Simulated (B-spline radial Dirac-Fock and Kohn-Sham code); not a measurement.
ΔSCF core binding energies without Breit or QED terms, calculated with a radial atomic solver.

A sound run for atomic aluminum, configuration [Ne] 3s2 3p1: The ground state converged in 10 iterations, with total energy -242.33075 Ha, virial ratio 1.99625 and highest orbital energy -5.70 eV. ΔSCF binding energies: K (1s) 1569.2 eV, L3 (2p3/2) 80.60 eV. Holes are computed only in closed shells, and unreliable hole states are left out.

A second run, with one unsound setting: The ground state converged in 63 iterations, with total energy -264.06100 Ha, virial ratio 1.17915 and highest orbital energy -6.69 eV. ΔSCF binding energies: K (1s) 892.3 eV, L3 (2p3/2) 69.25 eV. Holes are computed only in closed shells, and unreliable hole states are left out.

```
iter   energy (Ha)        error
   1     -124.87854214  6.40e+00
   2     -459.20756473  3.82e+00
   3     -241.92813012  4.23e+00
   4     -261.74459608  1.68e+00
   5     -261.39166204  8.73e-01
   6     -263.51565011  4.08e-01
   7     -264.04527503  2.60e-02
   8     -264.05930685  2.01e-02
   9     -264.06098917  1.41e-03
  17  -16152701.39102938  4.20e+04
  25     -133.04732256  7.50e+00
  33     -133.32668479  7.47e+00
  41     -179.45428096  3.67e+01
  49     -228.29877058  1.48e+00
  57     -264.06097483  2.34e-03
  63     -264.06099875  2.21e-08
```

**Question.** Which fault fits the second run best?
A. damping too heavy
B. overfilled shell
C. speed of light below Z
D. mesh too coarse

**Answer.** C. The input had c_factor = 0.0466: c_factor makes c so small that Zα exceeds 1, so any numbers that come out have no meaning.
